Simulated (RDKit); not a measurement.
Job for RDKit: UFF on BFH4OSi (SMILES FBO[SiH3]), a point of a torsion scan.

```python
from rdkit import Chem
from rdkit.Chem import AllChem, rdDetermineBonds

blocks = [
'''8

F     2.33254610    0.14194137   -0.67687413
B     1.58882346    0.01276252    0.42255115
O     0.66811321   -0.91222403    0.47561244
Si   -0.01656776   -2.34382793    0.12627913
H     1.78085967    0.77621012    1.29435135
H     0.47169746   -2.87602893   -1.14594990
H     0.36096049   -3.20420443    1.24637776
H    -1.43842663   -2.01535537    0.08122135
''',
]
mol = None
for b in blocks:
    f = Chem.MolFromXYZBlock(b)
    rdDetermineBonds.DetermineBonds(f, charge=0)
    mol = f if mol is None else Chem.CombineMols(mol, f)
Chem.SanitizeMol(mol)
print(Chem.MolToSmiles(Chem.RemoveHs(mol)))
ff = AllChem.UFFGetMoleculeForceField(mol, vdwThresh=100.0, ignoreInterfragInteractions=False)
e = ff.CalcEnergy()
print(f'UFF energy {e:.6f} kcal/mol')
```

Program output:

```
FBO[SiH3]
UFF energy 79.988777 kcal/mol
```

The run finished.

Cost: very roughly 0.020 core-seconds.
